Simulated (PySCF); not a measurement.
Job file and geometry (Å, from GFN2-xTB) of an NMR shielding run on `InChI=1S/C5H10PSi2/c1-3-4(7)2-5(8)6-3/h2H,1,7-8H3/q-1`, GIAO PBE0/pcSseg-1 NMR shielding, non-relativistic, gas phase in PySCF 2.14.0, density-fitted response routines; density fitting, a coarse starting grid and PySCF grid level 2 are the driver's defaults:

```
$ OMP_NUM_THREADS=1 python probes_run.py task.json out

{"job": {"kind": "nmr", "xc": "PBE0", "basis": "pcSseg-1"}, "charge": -1, "multiplicity": 1}
C     -2.277778    -1.367003    -0.232851
C     -0.867924    -0.859498    -0.186387
P      0.523488    -1.844123    -0.540630
C      1.592166    -0.457853    -0.230660
Si     3.435345    -0.520979    -0.349450
C      0.855871     0.660579     0.116839
C     -0.533814     0.460384     0.149066
Si    -1.757823     1.768510     0.589233
H     -2.876191    -0.794341    -0.946997
H     -2.757840    -1.273228     0.745353
H     -2.296729    -2.415981    -0.527755
H      4.020410     0.792803    -0.007887
H      4.081313    -1.491651     0.560594
H      3.967739    -0.853025    -1.688679
H      1.317443     1.614634     0.345087
H     -2.813198     1.986930    -0.426249
H     -1.113483     3.081750     0.776054
H     -2.507751     1.518411     1.843662
```

Problem. What does the program print?

Solution. 
```
coarse grid: 16504 points
cycle   1  E = -1116.0983903986  dE =  8.709e-01  |g| = 5.771e-01  |ddm| = 4.220e+00
cycle   2  E = -1115.9536841136  dE =  1.447e-01  |g| = 9.224e-01  |ddm| = 2.383e+00
cycle   3  E = -1116.1991135298  dE = -2.454e-01  |g| = 1.140e-01  |ddm| = 1.583e+00
cycle   4  E = -1116.2019633378  dE = -2.850e-03  |g| = 6.203e-02  |ddm| = 2.611e-01
cycle   5  E = -1116.2029805550  dE = -1.017e-03  |g| = 2.270e-02  |ddm| = 1.053e-01
cycle   6  E = -1116.2031082335  dE = -1.277e-04  |g| = 6.328e-03  |ddm| = 3.055e-02
cycle   7  E = -1116.2031177208  dE = -9.487e-06  |g| = 2.633e-03  |ddm| = 1.035e-02
final grid: 145544 points
cycle   8  E = -1116.2501514495  dE = -1.920e-05  |g| = 9.443e-03  |ddm| = 4.118e-02
cycle   9  E = -1116.2500935666  dE =  5.788e-05  |g| = 1.715e-02  |ddm| = 3.088e-02
cycle  10  E = -1116.2501752443  dE = -8.168e-05  |g| = 1.960e-03  |ddm| = 2.198e-02
cycle  11  E = -1116.2501762963  dE = -1.052e-06  |g| = 4.033e-04  |ddm| = 2.703e-03
cycle  12  E = -1116.2501763346  dE = -3.828e-08  |g| = 1.396e-04  |ddm| = 6.059e-04
cycle  13  E = -1116.2501763393  dE = -4.698e-09  |g| = 2.868e-05  |ddm| = 1.562e-04
cycle  14  E = -1116.2501763394  dE = -1.410e-10  |g| = 1.617e-05  |ddm| = 4.933e-05
converged SCF energy = -1116.2501763394

GIAO shielding tensors (ppm)
atom      isotropic    diamagn.    paramagn.     s11        s22        s33       span
  0 C      165.243     246.004     -80.761    154.159    156.495    185.075     30.916
  1 C       15.453     264.226    -248.773   -128.966     31.020    144.304    273.270
  2 P      162.838     971.114    -808.277     53.238     81.965    353.310    300.072
  3 C       67.485     264.180    -196.695    -36.062     72.845    165.673    201.735
  4 Si     433.472     880.189    -446.717    386.866    420.315    493.236    106.370
  5 C       44.217     251.614    -207.398    -44.972     57.718    119.903    164.875
  6 C       77.773     256.030    -178.258      6.859     72.432    154.027    147.168
  7 Si     447.054     881.943    -434.889    403.136    443.470    494.557     91.421
  8 H       28.973      29.955      -0.982     24.345     27.886     34.689     10.344
  9 H       29.028      29.846      -0.818     24.475     27.746     34.862     10.387
 10 H       29.004      29.508      -0.504     23.292     29.743     33.978     10.686
 11 H       27.351      29.455      -2.104     23.853     26.154     32.046      8.193
 12 H       27.111      28.798      -1.687     23.420     25.252     32.659      9.239
 13 H       27.108      28.795      -1.687     23.470     25.189     32.665      9.195
 14 H       24.616      34.784     -10.169     20.772     24.725     28.350      7.579
 15 H       27.233      30.156      -2.923     23.688     25.628     32.383      8.696
 16 H       27.420      30.408      -2.988     23.405     26.658     32.197      8.792
 17 H       27.213      30.039      -2.826     23.835     25.098     32.706      8.871
```

Problem. Turn these shieldings into chemical shifts. Chemical shifts δ = σref − σ; TMS for ¹³C (σ = 186.93 ppm), ²⁹Si (σ = 349.16 ppm), ¹H (σ = 31.72 ppm); ³¹P (σ = 318.38 ppm) vs H3PO4, all at this level.

Solution. Averaging equivalent atoms: C 1: 171.5; C 5: 142.7; C 3: 119.4; C 6: 109.2; C 0: 21.7; P 2: 155.5; Si 4: -84.3; Si 7: -97.9; H 14: 7.10; H 11/12/13: 4.53; H 15/16/17: 4.43; H 8/9/10: 2.72 ppm. Experimental scales use liquid or dissolved standards, which lie at an offset from isolated H3PO4.

Size and cost of the density-fitted run: 207 basis functions, 36 s wall time on 1 thread of an Arm Neoverse V1, shared host; peak memory 0.94 GiB.
